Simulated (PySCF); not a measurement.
Te(OSiH3)2 (H₆O₂Si₂Te), SMILES [SiH3]O[Te]O[SiH3].

Geometry: B3LYP-D3(BJ)/def2-SVP. This is a generated structure with no PubChem entry under its InChIKey; it may be hypothetical. The def2 effective core potentials stand for the cores of Te; spin–orbit coupling is left out. Other conformers were not sampled.

Two levels are set side by side: PBE/def2-TZVP (PySCF) and HF/def2-TZVP (PySCF). Same geometry, gas phase. Differences are taken from unrounded values.

```json
[
 {"quantity": "orbital gap (eV)", "PBE": "2.19"},
 {"quantity": "highest occupied level (eV)", "PBE": "-5.17"},
 {"quantity": "lowest empty level (eV)", "PBE": "-2.98"},
 {"quantity": "dipole moment (D)", "PBE": "1.42"},
 {"quantity": "mean polarisability (bohr³)", "PBE": "97.7"}
]
```

Task: These are the PBE values. What does HF give? (The exact figures need the calculation; the answer reports its results.)

Result: 
```
quantity                        HF  PBE minus HF
---------------------------  -----  ------------
orbital gap (eV)             10.05         -7.86
highest occupied level (eV)  -8.88          3.71
lowest empty level (eV)       1.17         -4.15
dipole moment (D)             1.86         -0.44
mean polarisability (bohr³)   85.3          12.4
```

Without exact exchange PBE keeps part of each electron's self-repulsion, which lifts occupied levels and narrows the gap. PBE's more diffuse valence density responds more strongly to a field. Differences between two approximate levels are no errors against the true value.

Rough cost on one machine, each run with all the roots and properties that it gave: HF against PBE about 1/3.
